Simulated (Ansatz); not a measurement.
Mulliken charges of `[Mg][Au]` radical from ωB97M-V/def2-TZVPP in Ansatz (PBE0-D4/def2-TZVP geometry).

```csv
atom,x (Å),y (Å),z (Å),charge (e)
Mg1,-1.052,0.371,-0.534,-0.076
Au2,1.052,-0.371,0.534,0.076
```

By hand: the dipole of these point charges (1 e Å = 4.8032 D).

Σ q r = (0.160, -0.056, 0.081) e Å, of length 0.188 e Å = 0.90 D.

How does the dipole of the full density compare? (Best estimate.)

Computed: (-0.353, 0.124, -0.179) e Å, 1.99 D; the point charges give 0.45 times that, at 180° from its direction, so they point the opposite way.

Point charges leave out the atoms' own dipoles, such as those of lone pairs, and Mulliken's split depends on the basis, so the two needn't agree.
